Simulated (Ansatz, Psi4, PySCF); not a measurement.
C2H6N (SMILES [CH2]NC), doublet, at a GFN2-xTB geometry. Base run: CCSD(T)/STO-3G run with PySCF.

Input for PySCF:
```python
from pyscf import gto, scf, cc

mol = gto.Mole()
mol.atom = '''
    C     1.20091201   -0.35409013   -0.26035158
    N     0.15514093    0.39416532    0.26496238
    C    -1.19676442   -0.02448973   -0.00558254
    H     1.05672953   -0.73061468   -1.25611142
    H     2.18829747   -0.05352778    0.03476338
    H     0.30544302    0.67453837    1.22592736
    H    -1.48256189   -0.93781616    0.53384176
    H    -1.29621216   -0.21507721   -1.07354631
    H    -1.88256807    0.77481933    0.27599336
'''
mol.basis = 'sto-3g'
mol.spin = 1
mol.verbose = 4
mol.build()

mf = scf.UHF(mol)
mf.kernel()

mycc = cc.CCSD(mf)
mycc.kernel()
et = mycc.ccsd_t()
print('E(CCSD(T)) = %.10f' % (mycc.e_tot + et))
```

The same geometry, method and basis name were run in Ansatz (a quantum-chemistry and plane-wave program) and Psi4 and PySCF, at each program's defaults and at the settings that a row names. The base is PySCF at its defaults. Differences at the defaults can come from grids, fitting, cores and function types together.

```
code and settings                                                                 ΔE vs base (µEh)  basis functions      E (Eh)  SCF cycles
--------------------------------------------------------------------------------  ----------------  ---------------  ----------  ----------
PySCF, defaults (exact integrals, spherical functions, all electrons correlated)               0.0               21  -132.15505          11
Psi4, defaults (exact integrals, spherical functions, all electrons correlated)                0.1               21  -132.15505          14
Ansatz, defaults (factorised integrals, spherical functions, frozen core)                      994               21  -132.15406           -
PySCF, frozen core                                                                             984               21  -132.15407          11
Psi4, exact integrals, spherical functions, frozen core                                        984               21  -132.15406          14
Ansatz, high accuracy, frozen core                                                             984               21  -132.15407           -
```

Open shells are given as the SCF converged; they aren't shown to be the lowest states, and a large step between rows can be another state.
